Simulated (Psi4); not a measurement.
Method: SAPT0/jun-cc-pVDZ, frozen core (Psi4).

Psi4 input:

```
molecule {
0 1
C 1.25762092 0.59330431 0.01619300
C 0.11740727 1.38307348 -0.08185770
C -1.14007720 0.78981096 -0.09813278
C -1.25755667 -0.59327607 -0.01619206
C -0.11741593 -1.38314258 0.08186165
C 1.14002054 -0.78976847 0.09812768
H 2.23660634 1.05510900 0.02885682
H 0.20870965 2.45983680 -0.14567609
H -2.02766341 1.40476822 -0.17459468
H -2.23654085 -1.05507660 -0.02885604
H -0.20871063 -2.45990924 0.14568061
H 2.02759997 -1.40472981 0.17458959
--
0 1
Si 1.34231542 -0.94915039 -3.54883469
Cl -0.39796727 0.15447247 -3.39676816
H 2.43614771 -0.18753916 -2.91514420
H 1.63103318 -1.17287934 -4.97875851
H 1.14185769 -2.23666889 -2.85587364
units angstrom
symmetry c1
no_reorient
no_com
}
set basis jun-cc-pvdz
set scf_type df
set freeze_core true
energy('sapt0')
```

Part of the output:

```
    SAPT Results
  --------------------------------------------------------------------------------------------------------
    Electrostatics                 -4.45281621 [mEh]      -2.79418436 [kcal/mol]     -11.69086736 [kJ/mol]
      Elst10,r                     -4.45281621 [mEh]      -2.79418436 [kcal/mol]     -11.69086736 [kJ/mol]

    Exchange                       11.95428492 [mEh]       7.50142704 [kcal/mol]      31.38597073 [kJ/mol]
      Exch10                       11.95428492 [mEh]       7.50142704 [kcal/mol]      31.38597073 [kJ/mol]
      Exch10(S^2)                  11.91985364 [mEh]       7.47982108 [kcal/mol]      31.29557141 [kJ/mol]

    Induction                      -1.36937467 [mEh]      -0.85929558 [kcal/mol]      -3.59529270 [kJ/mol]
      Ind20,r                      -5.47409137 [mEh]      -3.43504420 [kcal/mol]     -14.37222492 [kJ/mol]
      Exch-Ind20,r                  4.91176474 [mEh]       3.08217891 [kcal/mol]      12.89583656 [kJ/mol]
      delta HF,r (2)               -0.80704804 [mEh]      -0.50643029 [kcal/mol]      -2.11890435 [kJ/mol]

    Dispersion                     -7.87350456 [mEh]      -4.94069870 [kcal/mol]     -20.67188337 [kJ/mol]
      Disp20                       -9.13015518 [mEh]      -5.72925887 [kcal/mol]     -23.97121913 [kJ/mol]
      Exch-Disp20                   1.25665062 [mEh]       0.78856017 [kcal/mol]       3.29933576 [kJ/mol]
      Disp20 (SS)                  -4.56507759 [mEh]      -2.86462944 [kcal/mol]     -11.98560956 [kJ/mol]
      Disp20 (OS)                  -4.56507759 [mEh]      -2.86462944 [kcal/mol]     -11.98560956 [kJ/mol]
      Exch-Disp20 (SS)              0.71144449 [mEh]       0.44643816 [kcal/mol]       1.86789725 [kJ/mol]
      Exch-Disp20 (OS)              0.54520613 [mEh]       0.34212201 [kcal/mol]       1.43143851 [kJ/mol]

  Total HF                          6.13209404 [mEh]       3.84794710 [kcal/mol]      16.09981067 [kJ/mol]
  Total SAPT0                      -1.74141052 [mEh]      -1.09275160 [kcal/mol]      -4.57207269 [kJ/mol]
```
